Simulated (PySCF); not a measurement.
Cl₄Te, charge -1, doublet, geometry from GFN2-xTB (a state made from the parent by changing its charge; the spin is typed, not shown lowest) (all electrons, no relativity) (a gas-phase anion, which may not be bound at this level); PBE/3-21G (PySCF).

Here is a job for PySCF.
```python
from pyscf import gto, scf, dft

mol = gto.Mole()
mol.atom = '''
    Te    0.000243   -0.005206    0.196833
    Cl    1.523600   -1.933543   -0.203646
    Cl    1.938064    1.527298   -0.112629
    Cl   -1.523972    1.941505   -0.097392
    Cl   -1.938436   -1.519337   -0.188409
'''
mol.basis = '3-21g'
mol.charge = -1
mol.spin = 1
mol.verbose = 4
mol.build()

mf = dft.UKS(mol)
mf.xc = 'pbe'
mf.grids.prune = dft.gen_grid.sg1_prune
mf.kernel()
mf.analyze()
```

The log (banner, timings and long lists left out):

```
PySCF version 2.14.0

[INPUT] verbose = 4
[INPUT] num. atoms = 5
[INPUT] num. electrons = 121
[INPUT] charge = -1
[INPUT] spin (= nelec alpha-beta = 2S) = 1
[INPUT] symmetry False subgroup None
[INPUT] Mole.unit = angstrom
[INPUT] Symbol           X                Y                Z      unit          X                Y                Z       unit  Magmom
[INPUT]  1 Te     0.000243000000  -0.005206000000   0.196833000000 AA    0.000459203448  -0.009837914204   0.371960462277 Bohr   0.0
[INPUT]  2 Cl     1.523600000000  -1.933543000000  -0.203646000000 AA    2.879186723387  -3.653866720070  -0.384835166363 Bohr   0.0
[INPUT]  3 Cl     1.938064000000   1.527298000000  -0.112629000000 AA    3.662410171879   2.886174930596  -0.212837963684 Bohr   0.0
[INPUT]  4 Cl    -1.523972000000   1.941505000000  -0.097392000000 AA   -2.879889701506   3.668912719474  -0.184044206724 Bohr   0.0
[INPUT]  5 Cl    -1.938436000000  -1.519337000000  -0.188409000000 AA   -3.663113149997  -2.871130820918  -0.356041409403 Bohr   0.0

nuclear repulsion = 988.983514595946
number of shells = 41
number of NR pGTOs = 189
number of NR cGTOs = 83
basis = 3-21g
ecp = {}

******** <class 'pyscf.dft.uks.UKS'> ********
method = UKS
initial guess = minao
damping factor = 0
level_shift factor = 0
DIIS = <class 'pyscf.scf.diis.CDIIS'>
diis_start_cycle = 1
diis_space = 8
diis_damp = 0
SCF conv_tol = 1e-09
SCF conv_tol_grad = None
SCF max_cycles = 50
direct_scf = True
direct_scf_tol = 1e-13
number electrons alpha = 61  beta = 60
XC library pyscf.dft.libxc version 7.1.2
    S. Lehtola, C. Steigemann, M. J. T. Oliveira, and M. A. L. Marques,  SoftwareX 7, 1–5 (2018)
XC functionals = pbe
    J. P. Perdew, K. Burke, and M. Ernzerhof,  Phys. Rev. Lett. 77, 3865 (1996)
    J. P. Perdew, K. Burke, and M. Ernzerhof,  Phys. Rev. Lett. 78, 1396 (1997)
    J. P. Perdew, K. Burke, and M. Ernzerhof,  Phys. Rev. Lett. 77, 3865 (1996)
    J. P. Perdew, K. Burke, and M. Ernzerhof,  Phys. Rev. Lett. 78, 1396 (1997)
radial grids:
    Treutler-Ahlrichs [JCP 102, 346 (1995); DOI:10.1063/1.469408] (M4) radial grids

becke partition: Becke, JCP 88, 2547 (1988); DOI:10.1063/1.454033
pruning grids: <function sg1_prune>
grids dens level: 3
symmetrized grids: False
atomic radii adjust function: <function treutler_atomic_radii_adjust>
small_rho_cutoff = 0
Set gradient conv threshold to 3.16228e-05
Traceback (most recent call last):
  File "input.py", line 20, in <module>
  File "<string>", line 2, in kernel
  File "site-packages/pyscf/scf/hf.py", line 2099, in scf
  File "site-packages/pyscf/scf/hf.py", line 132, in kernel
  File "site-packages/pyscf/dft/uks.py", line 42, in get_veff
  File "site-packages/pyscf/dft/uks.py", line 192, in initialize_grids
  File "site-packages/pyscf/dft/rks.py", line 506, in initialize_grids
  File "site-packages/pyscf/dft/gen_grid.py", line 653, in build
  File "<string>", line 6, in gen_atomic_grids
  File "site-packages/pyscf/dft/gen_grid.py", line 318, in gen_atomic_grids
  File "site-packages/pyscf/dft/gen_grid.py", line 81, in sg1_prune
IndexError: index 52 is out of bounds for axis 0 with size 19
```

The input was rejected before any calculation.
